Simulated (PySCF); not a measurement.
BaF, SMILES [F][Ba+], charge +1. Atoms are numbered in the order given.

```xyz
2

Ba     0.0000     0.0000    -0.2885
F      0.0000     0.0000     1.7951
```
Charge +1, spin multiplicity 1.

Geometry: PBE0-D3(BJ)/def2-TZVPD. The spin state was assumed, not searched. The def2 effective core potentials stand for the cores of Ba; spin–orbit coupling is left out.

All values below come from CAM-B3LYP/def2-TZVPD in PySCF.

Gas-phase values at a fixed geometry.

| Property | Result |
|---|---|
| total energy | -125.20166 hartree |
| point group | C∞v |
| highest occupied level | -15.69 eV |
| lowest empty level | -5.50 eV |
| orbital gap | 10.19 eV |
| dipole moment about the centre of nuclear charge | 6.71 D |
| mean static polarisability | 20.4 bohr³ (3.02 Å³) |
| polarisability, principal values | 16.5, 16.5, 28.1 bohr³ |
